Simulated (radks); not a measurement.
Problem. Species: the scandium ion Sc13+. Configuration: [He] 2s2 2p4 (the NIST ground configuration). All-electron calculation, scalar-relativistic Kohn-Sham, PBE, spin-unpolarised, spherical densities, point nucleus. Program: a radial shooting solver on a logarithmic mesh with Libxc functionals. Some entries of the table are withheld. Estimate them.

| orbital | occ. | eigenvalue (eV) | r(max) (bohr) |
|---|---|---|---|
| 1s | 2 | (1) | 0.04777 |
| 2s | 2 | -876.7033 | (2) |
| 2p | 4 | -802.6939 | (3) |

Solution. 
(1) 1s eigenvalue (eV): -4878.892
(2) 2s r(max) (bohr): 0.2752
(3) 2p r(max) (bohr): 0.2223
